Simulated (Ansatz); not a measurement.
`[SiH3]S[SiH2]S[SiH3]` + `BOC[SiH2]Cl` → `BO[SiH2]S[SiH3]` + `[SiH3]SC[SiH2]Cl`  (redistribution)

Calculated with Ansatz (gas phase, PBE0-D4/def2-TZVP geometries, no zero-point term in ΔE). CCSD(T)/CBS adds triple-zeta CCSD(T) − MP2 to the extrapolated MP2 energy (def2 sets, frozen cores). DFT in def2-TZVPP. One conformer a species, not always the lowest.

```json
{"level": "PBE0", "ΔE (kJ/mol)": "-53.0"}
{"level": "SCS-MP2/def2-QZVPP", "ΔE (kJ/mol)": "-68.0"}
{"level": "HF/CBS(def2)", "ΔE (kJ/mol)": "-75.3"}
{"level": "MP2/CBS(def2)", "ΔE (kJ/mol)": "-67.1"}
```

Task: What does CCSD(T)/CBS give? (Best estimate.)

Result: Computed: -63.9 kJ/mol. The listed levels differ from it by 10.9, -4.1, -11.4, -3.2 kJ/mol.

Largest T1 diagnostic among the species: 0.013.

From PBE to PBE0 (25 % exact exchange), in def2-TZVPP and without D4, ΔE moves by −4.9 kJ/mol. In def2-TZVPP, CCSD(T) changes the Hartree–Fock value by +11.3 kJ/mol (the triples alone add +2.4 kJ/mol) and MP2 by +8.2 kJ/mol.
